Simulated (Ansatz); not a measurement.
CHF (SMILES [CH]F), charge 0, multiplicity 1, relaxed at each level with Ansatz (a program for electronic structure); harmonic frequencies from differences of analytic forces, average atomic masses, frozen cores.

```csv
level,C1–F2 (Å),C1–H3 (Å),F2–C1–H3 (°),dipole (D)
HF/def2-TZVPP,1.2843,1.1034,103.5,1.59
PBE/def2-TZVPP,1.3202,1.1388,101.7,1.44
r2SCAN/def2-TZVPP,1.3102,1.1289,101.9,1.47
B3LYP/def2-TZVPP,1.3096,1.1224,102.3,1.49
PBE0/def2-TZVPP,1.3005,1.1254,102.3,1.50
wB97X-V/def2-TZVPP,1.3074,1.1235,102.2,1.52
MP2/cc-pVTZ,1.3056,1.1158,102.3,1.51
CCSD(T)/cc-pVDZ,1.3219,1.1417,101.8,1.31
CCSD(T)/cc-pVTZ,1.3108,1.1230,102.2,1.40
```

Measured: bond lengths of mixed type (r0, rs, rg or re) CH 1.138, CF 1.305 Å [NIST CCCBDB].

Doubts at one or more of the structures used: a restricted determinant that unrestricted orbitals would lower (MP2/cc-pVTZ, CCSD(T)/cc-pVDZ, CCSD(T)/cc-pVTZ).
